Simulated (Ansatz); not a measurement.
Relaxation of CH7NO2Si (12 atoms, charge 0, multiplicity 1), to a largest force component of 0.02 eV/Å in at most 50 steps.

These are results of UKS PBE0/6-31G in Ansatz, not measurements.

```xyz
12
Properties=species:S:1:pos:R:3
O -2.038 -0.970 0.693
C -1.017 -0.613 -0.180
N -0.053 0.071 0.591
Si 1.601 0.466 0.060
O 1.269 1.611 -1.091
H -2.805 -1.236 0.114
H -1.361 0.027 -0.985
H -0.599 -1.531 -0.609
H 0.044 -0.412 1.530
H 2.297 1.008 1.218
H -0.054 1.051 0.243
H 0.611 2.272 -0.800
```

Question: Where does it end, and by what steps?

Answer: The forces met the threshold. Limits of this set-up: no polarisation functions. After 17 steps the energy has fallen by 3.868 eV; H11 moved furthest, 1.01 Å. The start is strongly strained (largest force component 9 eV/Å), so its close contacts needn't be bonds. Parted: Si4–H11.

```csv
step,energy less start (eV),largest force component (eV/Å),accepted
0,0.0000,8.842,yes
1,-2.2672,4.821,yes
2,-3.3900,1.005,yes
3,-3.6255,0.635,yes
4,-3.7761,0.409,yes
5,-3.7646,1.614,no
6,-3.8202,0.252,yes
7,-3.8500,0.138,yes
8,-3.8519,0.135,yes
9,-3.8633,0.392,yes
10,-3.8657,0.099,yes
11,-3.8675,0.217,yes
12,-3.8681,0.076,yes
13,-3.8682,0.023,yes
14,-3.8683,0.028,yes
15,-3.8683,0.083,yes
16,-3.8684,0.023,yes
17,-3.8684,0.005,yes
```

```xyz
12
Properties=species:S:1:pos:R:3
O -2.203 -0.802 0.514
C -0.946 -0.627 -0.160
N -0.025 -0.043 0.812
Si 1.816 0.355 -0.173
O 0.953 1.465 -1.272
H -2.911 -1.047 -0.107
H -1.002 0.070 -1.002
H -0.519 -1.577 -0.497
H 0.131 -0.674 1.598
H 2.126 1.377 0.996
H -0.403 0.836 1.163
H 0.877 2.414 -1.090
```

Whether the end is a true minimum wasn't checked by a vibrational analysis.

Run time: 3.2 min on 1 thread of Arm Neoverse N1 (shared host), peak memory 0.2 GiB.
